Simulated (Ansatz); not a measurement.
Relaxation of CH6BF2N (11 atoms, charge 0, multiplicity 1), to a largest force component of 0.03 eV/Å in at most 50 steps.

The calculation used Ansatz 0.2.0, RHF/def2-SVP.

```xyz
11
Properties=species:S:1:pos:R:3:forces:R:3
B 0.171 -0.597 -0.161 -0.17 -2.40 1.18
H -0.484 0.737 1.725 0.05 1.68 0.02
F 1.290 0.092 -0.163 -0.02 -0.01 0.00
F -0.815 -0.189 -0.927 0.01 0.01 0.01
N 0.030 -1.812 0.638 0.38 1.88 -1.69
H -0.840 -2.301 0.591 0.01 0.00 0.00
C 1.018 -2.339 1.547 -0.03 -0.06 0.01
H 1.219 -3.393 1.346 0.03 -0.01 0.01
H 1.952 -1.794 1.431 0.00 0.00 0.00
H 0.706 -2.249 2.592 0.01 0.00 -0.02
H -0.552 0.038 1.831 -0.27 -1.09 0.48
```

Problem. Where does it end, and by what steps?

Solution. The run converged. After 10 steps the energy has fallen by 0.374 eV; H11 moved furthest, 1.01 Å.

```tsv
step	energy less start (eV)	largest force component (eV/Å)	accepted
0	0.0000	2.396	yes
1	-0.2425	0.961	yes
2	-0.3215	0.336	yes
3	-0.3539	0.289	yes
4	-0.3644	0.165	yes
5	-0.3686	0.103	yes
6	-0.3723	0.094	yes
7	-0.3729	0.041	yes
8	-0.3732	0.047	yes
9	-0.3734	0.050	yes
10	-0.3736	0.019	yes
```

```xyz
11
Properties=species:S:1:pos:R:3
B 0.275 -0.848 -0.342
H -0.769 1.456 2.341
F 1.394 -0.150 -0.368
F -0.688 -0.481 -1.167
N 0.106 -1.931 0.511
H -0.767 -2.417 0.477
C 1.075 -2.444 1.451
H 1.326 -3.486 1.238
H 1.989 -1.859 1.387
H 0.708 -2.386 2.478
H -0.951 0.739 2.445
```

Whether the end is a true minimum wasn't checked by a vibrational analysis.

The run took 15 s on 2 threads of Arm Neoverse V2, on a shared host, peak memory 0.18 GiB.
